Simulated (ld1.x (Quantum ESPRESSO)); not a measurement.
## Tc: RRKJ pseudisation with PBE, scalar-relativistic reference atom.

ld1.x (Quantum ESPRESSO) 7.5 input, shortened:

```
&input
   title='Tc', zed=43., rel=1, dft='PBE', iswitch=3,
   config='[Kr] 4d5 5s1.5 5p0.5'
 /
 &inputp
   pseudotype=2, tm=.false., rho0=0.01, lloc=0,
   nlcc=.false.
 /
3
4P  2  1   6.00   0.00  1.80  1.80  0.0
4D  3  2   5.00   0.00  2.25  2.25  0.0
4S  1  0   2.00   0.00  1.25  1.25  0.0
 &test
   configts(1)='4s2 4p6 4d5 5s1.5 5p0.5'
 /
```

Occupied shells without a wave of their own: 5p, 5s. They enter only through the test configuration that unscreens the potential.

All-electron outer shells of the reference configuration (PBE, scalar-relativistic, ld1.x):

```
shell  level (eV)  outermost node (bohr)  outermost maximum (bohr)
   3p     -416.73                   0.16                      0.36
   3d     -250.63                      –                      0.31
   4s      -74.14                   0.50                      0.95
   4p      -46.11                   0.51                      1.03
   4d       -7.38                   0.50                      1.27
   5s       -5.53                   1.28                      2.72
   5p       -1.77                   1.45                      3.63
```

What the tests gave:

```
Cutoffs needed           : 90 Ry and 160 Ry (the cutoffs (Ry, on a coarse ladder) from which the occupation-weighted sum of valence levels, in a spherical-Bessel basis at the reference potential, stays within 10 and 1 mRy of its value at 400 Ry)
Ghost test               : no extra level below or beside the all-electron valence levels (p, d, s, f tested) (spherical-Bessel basis up to 400 Ry, 20 bohr box)
Largest excitation error : -936 meV (all-electron minus pseudo) for 4s2 4p6 4d3 5s0 5p0, out of 7 test configurations
```

Generation and tests took about 2.2 s on one core of a shared server CPU.
